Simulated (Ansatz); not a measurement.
`N#[C][Ge]([F])([F])[C]#N` + `N#C[SiH3]` → `N#[C][GeH]([F])[F]` + `N#C[SiH2]C#N`  (redistribution)

Program: Ansatz. Geometries: PBE0-D4/def2-TZVP. ΔE: electronic, gas phase. CCSD(T)/CBS adds triple-zeta CCSD(T) − MP2 to the extrapolated MP2 energy (def2 sets, frozen cores). This one scheme is used for every species. DFT in def2-TZVPP. HSE06 is defined as in plane-wave codes. For Ge outer-core shells are correlated without core-valence functions, which leaves a few kJ/mol of doubt a bond. Scalar relativity is left out up to krypton.

**Question.** Is it downhill or uphill in electronic energy at CCSD(T)/CBS, and by how much? (Best estimate.)

**Answer.** The calculation gave: Downhill: ΔE = -35.7 kJ/mol.

**Question.** What do these levels give: B97M-V, PBE0-D4, ωB97M-V, PBE, HSE06, LC-ωPBE, RPA@PBE/def2-TZVPP, MP2/def2-SVP, MP2/def2-TZVPP, CCSD/def2-TZVPP, HF/def2-QZVPP, SCS-MP2/def2-QZVPP? (An estimate is asked.)

**Answer.** Computed: B97M-V -36.6, PBE0-D4 -35.6, ωB97M-V -35.7, PBE -36.3, HSE06 -36.2, LC-ωPBE -35.9, RPA@PBE/def2-TZVPP -26.0, MP2/def2-SVP -26.4, MP2/def2-TZVPP -30.3, CCSD/def2-TZVPP -29.2, HF/def2-QZVPP -35.7, SCS-MP2/def2-QZVPP -34.1 kJ/mol.

Largest T1 diagnostic among the species: 0.014.

Leaving LDA and LC-ωPBE aside and taking each functional with its dispersion term where it has one, the values, not all of them listed here, spread over 3.5 kJ/mol, from CAM-B3LYP-D4 to PBE-QIDH. At CCSD(T), def2-SVP lies +10.2 kJ/mol from the extrapolated value and def2-TZVPP +7.4 kJ/mol. In def2-TZVPP, CCSD(T) changes the Hartree–Fock value by +6.5 kJ/mol (the triples alone add +0.9 kJ/mol) and MP2 by +4.4 kJ/mol.
